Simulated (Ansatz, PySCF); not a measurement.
C$_{3}$H$_{7}$F$_{2}$Ga, singlet, at a GFN2-xTB geometry (such geometries of metal compounds can be far from the true shape), with bond 13-6 at 1.8 times its length. Base run: CASSCF(4,3)/STO-3G (PySCF).

Here is a job for PySCF.
```python
from pyscf import gto, scf, mcscf
import numpy

mol = gto.M(
    atom='''
Ga    0.09892915   -0.07859962    0.83425323
F    -0.32018561   -0.75896259    2.40530252
F     1.44177438    1.05391385    0.97853268
C    -0.76619354   -0.45443091   -0.99448360
C    -0.05020214    0.34583560   -2.06883598
C    -0.68668981    0.09460589   -3.43345355
H    -1.82009060   -0.18336246   -0.91217023
H    -0.69917975   -1.53003725   -1.16594078
H    -0.09963230    1.41276451   -1.83355355
H     1.00626470    0.06497255   -2.10058212
H    -0.62791283   -0.95901652   -3.69693694
H    -0.16889783    0.66954637   -4.19666396
H    -2.57030202    0.62828850   -3.42702192
''',
    basis='sto-3g',
    verbose=4,
)

mf = scf.RHF(mol)
mf.kernel()
mc = mcscf.CASSCF(mf, 3, 4)
mc.fix_spin_(ss=0.0)
mc.kernel()
occ = numpy.linalg.eigvalsh(mc.fcisolver.make_rdm1(mc.ci, mc.ncas, mc.nelecas))[::-1]
ss = mc.fcisolver.spin_square(mc.ci, mc.ncas, mc.nelecas)[0]
print('natural occupations', occ.round(4), ' <S^2>', round(ss, 4))
```

Programs used: Ansatz (a first-principles code), PySCF; a row that names a program was run with it.

Variants of this job, named by their change:

```tsv
change	ΔE vs base (kcal/mol)	natural occupations	<S^2> of the state	outcome
base	0.000	2.00 1.96 0.04	0.00	converged
code = ansatz; correction = SC-NEVPT2, all electrons	-189.7	-	-	converged
active space = 2 electrons, 4 orbitals	-	-	-	not converged
code = ansatz	-41.56	-	-	converged
active space = 8 electrons, 6 orbitals	-	-	-	not converged
start = MP2 natural orbitals	-41.57	2.00 1.72 0.28	0.00	converged
active space = 10 electrons, 9 orbitals	-	-	-	not converged
orbitals = fixed (CASCI); correction = SC-NEVPT2	-169.1	2.00 2.00 0.00	0.00	converged
state_average = 2 states	-	-	-	not converged
active space = 2 electrons, 3 orbitals	1.86	1.97 0.03 0.00	0.00	converged
correction = SC-NEVPT2	-172.6	2.00 1.96 0.04	0.00	converged
```

Active orbitals are taken around the Fermi level unless the row says otherwise; CASSCF can end in different local minima, and two programs can end on different orbitals. State-averaged rows give the lowest state.
